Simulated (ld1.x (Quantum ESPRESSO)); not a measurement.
Before and after: TM potential for Ba (Z = 56)

ld1.x (Quantum ESPRESSO) 7.5 input, shortened:

```
&input
   title='Ba', zed=56., rel=1, dft='PBE', iswitch=3,
   config='[Xe] 5d0 6s1.5 6p0.5'
 /
 &inputp
   pseudotype=2, tm=.true., lloc=-1, rcloc=2.35,
   nlcc=.false.
 /
3
6S  1  0   1.50   0.00  4.20  4.20  0.0
6P  2  1   0.50   0.00  4.20  4.20  0.0
5D  3  2   0.00   0.00  2.80  2.80  0.0
 &test
   configts(1)='5d0 6s1.5 6p0.5'
 /
```

Change: local potential the d channel.

Cutoffs: the cutoffs (Ry, on a coarse ladder) from which the occupation-weighted sum of valence levels, in a spherical-Bessel basis at the reference potential, stays within 10 and 1 mRy of its value at 400 Ry; they do not see the model core or the augmentation charge, which bear on the density cutoff. Errors are all-electron minus pseudo energies relative to the spin-unpolarised reference configuration.

Task: What does the change do?

Result: Both files are so soft that the ladder of cutoffs tells neither apart; both files keep a bound ghost (p, s); the number of tests that count goes from 7 to 4; of the 4 tests that both files solve, the error grows in 1 and shrinks in 0 by more than 15 % and 0.3 meV (median size 3.4 → 4.2 meV); the range in which the d phases agree widens (upper end 0.8 → 3.1).

```tsv
quantity	base	changed
cutoff, loose	6 Ry	6 Ry
cutoff, tight	6 Ry	6 Ry
bound ghosts	s, p	s, p
tests counted (converged, no solver errors)	7 of 7	4 of 7
error for 5d0 6s2 6p0, meV [ΔE -1.00 eV]	+3.4	+3.0
error for 5d0 6s1 6p0, meV [ΔE 4.36 eV]	-3.4	-5.3
error for 5d0 6s1.5 6p0, meV [ΔE 1.13 eV]	-2.6	-2.7
error for 5d1 6s1 6p0, meV [ΔE 0.33 eV]	+318	+317
s: phases at 4.57 bohr within 0.05 rad from the reference energy up to (Ry; the scan ends near 5)	0.5	1.0
p: phases at 4.57 bohr within 0.05 rad from the reference energy up to (Ry; the scan ends near 5)	0.7	-0.0
d: phases at 4.57 bohr within 0.05 rad from the reference energy up to (Ry; the scan ends near 5)	0.8	3.1
```

Changed file: Tests not counted: 5d0 6s0 6p1 (solver errors, printed error -1.4 eV); 5d0 6s1 6p1 (solver errors, printed error -1.6 eV); 5d0 6s0 6p2 (solver errors, printed error -5.7 eV). A true bound ghost makes a file unfit for plane-wave use even where its test errors are small: the radial tests pick states by their node count and pass the ghost by. Where a test does run into it, the solver fails or the error is huge.
